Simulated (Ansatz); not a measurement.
`[SiH3]OP` and `[SiH3]O[AsH2]` differ in one atom or group.

Ansatz, PBE0-D4/def2-TZVP geometries, multiplicity 1. Each molecule was computed in one conformer, which needn't be the lowest.

Scalar relativity is left out up to krypton.

| property | `[SiH3]OP` |
| --- | --- |
| LUMO energy (ωB97M-V/def2-TZVPP) / eV | 1.26 |
| HOMO energy (ωB97M-V/def2-TZVPP) / eV | -9.50 |
| HOMO–LUMO gap (PBE/def2-TZVPP) / eV | 4.52 |
| HOMO energy (PBE0/def2-TZVPP) / eV | -7.26 |
| LUMO energy (PBE0/def2-TZVPP) / eV | -0.58 |
| size of the dipole moment (ωB97M-V/def2-TZVPP) / D | 0.15 |

Give the same properties after the change, and the shifts. (An estimate is asked.)

Ansatz gave: 
```
                                          property  `[SiH3]O[AsH2]`  shift
             LUMO energy (ωB97M-V/def2-TZVPP) / eV             1.03  -0.23
             HOMO energy (ωB97M-V/def2-TZVPP) / eV            -9.80  -0.30
               HOMO–LUMO gap (PBE/def2-TZVPP) / eV             4.63   0.11
                HOMO energy (PBE0/def2-TZVPP) / eV            -7.59  -0.33
                LUMO energy (PBE0/def2-TZVPP) / eV            -0.86  -0.28
size of the dipole moment (ωB97M-V/def2-TZVPP) / D             1.08   0.93
```

With PBE0 the HOMO falls by 0.33 eV and the LUMO falls by 0.28 eV, so the gap widens by about 0.05 eV. PBE moves the HOMO by -0.35 eV and ωB97M-V by -0.30 eV. Dipoles are sizes alone; their direction can turn.
